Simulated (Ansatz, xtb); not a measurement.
# Two isomers of C5H9BN2

Structure X: `C=C1C=CB(N)NC1`, a singlet. Structure Y: `CC#CB1NCCN1`, a singlet. Both are isolated molecules in the gas phase, relaxed with r2SCAN-D4/def2-SVP; the shapes shown needn't be the lowest conformers.

X (Å):

```yaml
atoms:
  - { symbol: C, position_ang: [-1.0191, 2.1912, -0.8098] }
  - { symbol: C, position_ang: [-0.6906, 0.9276, -0.4645] }
  - { symbol: C, position_ang: [-1.6028, 0.1000, 0.3210] }
  - { symbol: C, position_ang: [-1.2279, -1.0791, 0.8719] }
  - { symbol: C, position_ang: [0.6040, 0.3000, -0.9406] }
  - { symbol: B, position_ang: [0.2568, -1.5522, 0.7424] }
  - { symbol: N, position_ang: [0.7301, -2.6993, 1.4309] }
  - { symbol: N, position_ang: [1.1025, -0.7460, -0.0690] }
  - { symbol: H, position_ang: [-0.3339, 2.8311, -1.3745] }
  - { symbol: H, position_ang: [-1.9919, 2.6120, -0.5374] }
  - { symbol: H, position_ang: [-2.6097, 0.5125, 0.4750] }
  - { symbol: H, position_ang: [-1.9707, -1.6307, 1.4626] }
  - { symbol: H, position_ang: [1.6899, -3.0190, 1.4162] }
  - { symbol: H, position_ang: [0.1401, -3.2303, 2.0565] }
  - { symbol: H, position_ang: [2.0588, -1.0211, -0.2624] }
  - { symbol: H, position_ang: [0.4096, -0.0959, -1.9633] }
  - { symbol: H, position_ang: [1.3609, 1.0942, -1.0649] }
```

Y (Å):

```xyz
17

C    -2.5506    2.7110   -1.0335
C    -1.6840    1.6189   -0.6283
C    -0.9546    0.6984   -0.2853
C     0.6810   -2.4881    1.0814
C     1.8883   -1.7650    0.4537
B    -0.0428   -0.4520    0.1434
N    -0.3455   -1.4546    1.1138
N     1.2686   -0.7218   -0.3528
H    -2.0907    3.3178   -1.8307
H    -2.7675    3.3818   -0.1857
H    -3.5155    2.3357   -1.4129
H    -1.2712   -1.6958    1.4426
H     0.9219   -2.8886    2.0817
H     0.3769   -3.3463    0.4459
H     2.5336   -1.3371    1.2496
H     2.5124   -2.4558   -0.1398
H     1.8623   -0.0618   -0.8377
```

Quicker runs give these differences E(Y) − E(X): GFN2-xTB +4.9 kcal/mol; HF/STO-3G −6.5 kcal/mol (at GFN2-xTB geometries); r2SCAN-D4/def2-SVP//GFN2-xTB +20.8 kcal/mol.

Task: Estimate which is lower in electronic energy at CCSD(T)/def2-SVP + ΔMP2/def2-TZVPP, and by roughly how much.

Result: The CCSD(T)/def2-SVP + ΔMP2/def2-TZVPP calculation puts structure X lower, by 18.6 kcal/mol.

How the difference moves with the method:

```json
{"level": "GFN2-xTB", "geometry": "GFN2-xTB", "E(Y) − E(X) (kcal/mol)": "+4.9", "departure from the last row (kcal/mol)": "−13.7", "job, with rough time for the two": "optimisation, 0.27 s"}
{"level": "HF/STO-3G", "geometry": "GFN2-xTB", "E(Y) − E(X) (kcal/mol)": "−6.5", "departure from the last row (kcal/mol)": "−25.1", "job, with rough time for the two": "single point, 0.42 s"}
{"level": "r2SCAN-D4/def2-SVP//GFN2-xTB", "geometry": "GFN2-xTB", "E(Y) − E(X) (kcal/mol)": "+20.8", "departure from the last row (kcal/mol)": "+2.2", "job, with rough time for the two": "single point, 4.2 s"}
{"level": "r2SCAN-D4/def2-SVP", "geometry": "r2SCAN-D4/def2-SVP", "E(Y) − E(X) (kcal/mol)": "+20.1", "departure from the last row (kcal/mol)": "+1.5", "job, with rough time for the two": "optimisation, 55 s"}
{"level": "HF/def2-SVP", "geometry": "r2SCAN-D4/def2-SVP", "E(Y) − E(X) (kcal/mol)": "+15.7", "departure from the last row (kcal/mol)": "−2.9", "job, with rough time for the two": "part of the CCSD(T) run"}
{"level": "MP2/def2-SVP", "geometry": "r2SCAN-D4/def2-SVP", "E(Y) − E(X) (kcal/mol)": "+14.8", "departure from the last row (kcal/mol)": "−3.8", "job, with rough time for the two": "part of the CCSD(T) run"}
{"level": "CCSD(T)/def2-SVP", "geometry": "r2SCAN-D4/def2-SVP", "E(Y) − E(X) (kcal/mol)": "+17.5", "departure from the last row (kcal/mol)": "−1.1", "job, with rough time for the two": "single point"}
{"level": "CCSD(T)/def2-SVP + ΔMP2/def2-TZVPP", "geometry": "r2SCAN-D4/def2-SVP", "E(Y) − E(X) (kcal/mol)": "+18.6", "departure from the last row (kcal/mol)": "", "job, with rough time for the two": "single point, 2 min"}
```

As drawn, Y has 1 C≡C, 1 C–N, 1 C–H in place of 2 C=C, 1 N–H. Structure X has a 6-membered ring, Y a 5-membered ring.

HF/STO-3G puts the two in the other order. The largest departure from CCSD(T)/def2-SVP + ΔMP2/def2-TZVPP is that of HF/STO-3G, 25.1 kcal/mol. The last row adds to CCSD(T) the change of the MP2 difference between the two basis sets, here +1.1 kcal/mol.

With thermal terms from frequencies at re-optimised GFN2-xTB minima (ideal gas, soft modes damped towards free rotors, one conformer each, 298.15 K, 1 atm): the zero-point term adds −0.2 kcal/mol; ΔH is +19.1 and ΔG +16.8 kcal/mol.

The correlated steps freeze 8 core orbitals. Programs: Ansatz 0.2.0, xtb 6.7.1; the last row on 4 threads of Arm Neoverse V1 on a shared host.
